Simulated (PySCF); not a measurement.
C₂H₈BiN, SMILES [N](C)([BiH2])C.

Geometry: B3LYP-D3(BJ)/def2-SVP. The structure was generated by enumeration; whether it is a known compound was not checked. The def2 effective core potentials stand for the cores of Bi; spin–orbit coupling is left out.

Two levels are set side by side: PBE/def2-TZVP (PySCF) and M06-2X/def2-TZVP (PySCF). Same geometry, gas phase. Differences are taken from unrounded values.

| quantity | M06-2X | PBE | PBE minus M06-2X |
|---|---|---|---|
| orbital gap (eV) | 7.16 | 3.14 | -4.02 |
| highest occupied level (eV) | -7.22 | -4.76 | 2.46 |
| lowest empty level (eV) | -0.07 | -1.62 | -1.56 |
| dipole moment (D) | 1.36 | 0.99 | -0.37 |
| mean polarisability (bohr³) | 82.2 | 86.0 | 3.7 |

PBE's occupied levels lie high since its potential decays too fast outside the molecule; exact exchange lowers them and widens the gap. Loosely held outer electrons make PBE densities more polarisable. Differences between two approximate levels are no errors against the true value.

Rough cost on one machine, each run with all the roots and properties that it gave: M06-2X against PBE about 3 times.
